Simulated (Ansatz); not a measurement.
Mulliken charges of H4SSiTeZn (`[ZnH][S][SiH2][TeH]`) from ωB97M-V/def2-TZVPP in Ansatz (PBE0-D4/def2-TZVP geometry).

```json
{"atom": "Zn1", "x (Å)": "-0.867", "y (Å)": "0.845", "z (Å)": "-1.495", "charge (e)": "0.277"}
{"atom": "S2", "x (Å)": "1.209", "y (Å)": "0.010", "z (Å)": "-1.486", "charge (e)": "-0.318"}
{"atom": "Si3", "x (Å)": "1.160", "y (Å)": "-0.232", "z (Å)": "0.590", "charge (e)": "0.205"}
{"atom": "Te4", "x (Å)": "-1.238", "y (Å)": "0.024", "z (Å)": "1.388", "charge (e)": "-0.065"}
{"atom": "H5", "x (Å)": "-2.123", "y (Å)": "1.495", "z (Å)": "-2.108", "charge (e)": "-0.110"}
{"atom": "H6", "x (Å)": "1.846", "y (Å)": "0.842", "z (Å)": "1.354", "charge (e)": "-0.012"}
{"atom": "H7", "x (Å)": "1.663", "y (Å)": "-1.551", "z (Å)": "1.045", "charge (e)": "-0.008"}
{"atom": "H8", "x (Å)": "-1.651", "y (Å)": "-1.432", "z (Å)": "0.711", "charge (e)": "0.031"}
```

Question: By hand: the dipole of these point charges (1 e Å = 4.8032 D).

Answer: Σ q r = (-0.159, -0.025, 0.318) e Å, of length 0.356 e Å = 1.71 D.

Question: How does the dipole of the full density compare? (Best estimate.)

Answer: Computed: (-0.106, -0.075, 0.356) e Å, 1.82 D; the point charges give 0.94 times that, at 12° from its direction.

Point charges leave out the atoms' own dipoles, such as those of lone pairs, and Mulliken's split depends on the basis, so the close match here is no proof of good charges.
